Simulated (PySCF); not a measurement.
# Cl⁻ (chlorine, charge -1) across methods

[Ar], closed-shell 1S. All numbers are calculated (PySCF 2.14, the spin-free X2C one-electron Hamiltonian (Gaussian nucleus), in aug-cc-pCVQZ-DK (10s9p7d5f3g, 134 functions)).

| method | E (hartree) | mean ε 2p (eV) | mean ε 3s (eV) | mean ε 3p (eV) | Σ⟨r²⟩ (bohr²) | ⟨S²⟩ |
| --- | --- | --- | --- | --- | --- | --- |
| PBE0 | -461.5610 | -188.68 | -13.696 | -0.978 | 39.11 | 0.000 |
| M06-2X | -461.7116 | -195.94 | -15.610 | -2.217 | 38.88 | 0.000 |
| LDA | -460.2157 | -181.59 | -11.365 | 0.117 | 40.17 | 0.000 |
| UHF | -460.98524 | -209.45 | -20.128 | -4.074 | 38.38 | 0.000 |
| BP86 | -461.7699 | -181.80 | -11.435 | 0.145 | 39.94 | 0.000 |
| CAM-B3LYP | -461.7367 | -189.38 | -15.352 | -2.379 | 39.38 | 0.000 |
| r2SCAN | -461.6801 | -184.50 | -12.094 | 0.023 | 39.14 | 0.000 |
| PBE | -461.5302 | -181.56 | -11.325 | 0.254 | 40.11 | 0.000 |

The highest occupied level is positive at LDA, BP86, r2SCAN, PBE: only the finite basis holds that electron, which in a density functional comes from self-interaction.
